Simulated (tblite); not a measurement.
Compound: C11H7F3.
SMILES: `FC(F)(F)c1ccc2cccccc1-2`

Structure optimised with GFN2-xTB, isolated species.

Masses are those of the commonest isotopes; rigid-rotor values at the optimised geometry. 

Task: What are A, B and C (MHz)?

Result: Ia = 362.92, Ib = 1013.43, Ic = 1288.79 u·Å²; 505379 MHz·u·Å²/I gives A = 1393, B = 498.7, C = 392.1 MHz.

Task: What kind of rotor is it?

Result: An asymmetric top: κ = (2 × 498.7 − 1393 − 392.1)/(1393 − 392.1) = -0.79.

Task: Is it planar, by Δ = Ic − Ia − Ib?

Result: Not planar: Δ = Ic − Ia − Ib = -87.56 u·Å². For a rigid frame Δ = −2 Σ m c², so Σ m c² = 43.78 u·Å² lies off the ab plane: 0.00 from hydrogen and 43.78 from heavier atoms. The atom farthest from that plane is 1.09 Å away.

Task: Give the coordinates in the principal-axis frame, origin at the centre of mass.

Result: The sense of each axis is arbitrary; atoms in the order of the calculation.
| atom | mass (u) | a (Å) | b (Å) | c (Å) |
| --- | --- | --- | --- | --- |
| F1 | 18.998 | -3.210 | 0.519 | 0.027 |
| C2 | 12.000 | -2.112 | -0.249 | 0.000 |
| F3 | 18.998 | -2.217 | -1.091 | 1.054 |
| F4 | 18.998 | -2.234 | -1.040 | -1.092 |
| C5 | 12.000 | -0.858 | 0.540 | 0.006 |
| C6 | 12.000 | -0.783 | 1.937 | 0.005 |
| C7 | 12.000 | 0.549 | 2.318 | 0.003 |
| C8 | 12.000 | 1.353 | 1.172 | 0.002 |
| C9 | 12.000 | 2.738 | 1.161 | -0.004 |
| C10 | 12.000 | 3.593 | 0.071 | -0.005 |
| C11 | 12.000 | 3.278 | -1.282 | -0.001 |
| C12 | 12.000 | 2.039 | -1.906 | 0.004 |
| C13 | 12.000 | 0.774 | -1.336 | 0.006 |
| C14 | 12.000 | 0.441 | 0.007 | 0.003 |
| H15 | 1.008 | -1.633 | 2.595 | 0.005 |
| H16 | 1.008 | 0.913 | 3.329 | 0.004 |
| H17 | 1.008 | 3.207 | 2.138 | -0.008 |
| H18 | 1.008 | 4.651 | 0.304 | -0.008 |
| H19 | 1.008 | 4.130 | -1.952 | -0.001 |
| H20 | 1.008 | 2.061 | -2.988 | 0.010 |
| H21 | 1.008 | -0.056 | -2.031 | 0.010 |

Its GFN2-xTB frequencies are all real (lowest 35 cm⁻¹). Constants of a rigid frame at the computed geometry: no zero-point averaging, no centrifugal distortion.

Shape of the structure used: `[F:1][C:2]([F:3])([F:4])[c:5]1[cH:6][cH:7][c:8]2[cH:9][cH:10][cH:11][cH:12][cH:13][c:14]1-2`: F1–C2–C5–C6 -2°.
